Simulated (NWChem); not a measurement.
System: C$_{3}$H$_{5}$BFN; SMILES FB1C=NCC1

```xyz
11

F      0.0606     2.1540     0.0000
B      0.0270     0.8318     0.0000
C      1.2497    -0.1506     0.0000
N      0.8601    -1.3742     0.0000
C     -0.5929    -1.4842     0.0000
C     -1.2389    -0.0925     0.0000
H      2.3296     0.0549     0.0000
H     -0.8768    -2.0935     0.8751
H     -0.8768    -2.0935    -0.8751
H     -1.8790     0.0911     0.8795
H     -1.8790     0.0911    -0.8795
```
Atoms are numbered in this order, from 1.

Level: PBE0/def2-SVP (NWChem), optimised geometry, unscaled harmonic frequencies. 

```
frequency (cm⁻¹)  IR intensity (km/mol)
----------------  ---------------------
100                                 0.4
264                                13.6
359                                 6.3
440                                 3.2
539                                 1.4
751                                14.3
758                                17.3
807                                11.8
826                                 0.1
933                                 2.7
977                                22.0
1021                               15.7
1114                               30.0
1142                                0.0
1193                               32.4
1223                                1.8
1310                               23.9
1329                               25.2
1384                               18.0
1432                               48.0
1457                              338.9
1676                                7.1
3065                               18.6
3079                                1.0
3108                                4.6
3128                                2.2
3153                               19.9
```

| Item | Value |
|---|---|
| zero-point energy | 52.3 kcal/mol |
| thermal correction to the enthalpy at 298.15 K (with zero-point energy) | 56.3 kcal/mol |
| heat capacity Cv | 19.2 cal/(mol K) |
| entropy at 298.15 K and 1 atm (symmetry number 1) | 74.5 cal/(mol K) |
| dipole moment | 1.45 D |

Rigid rotor and harmonic oscillator.
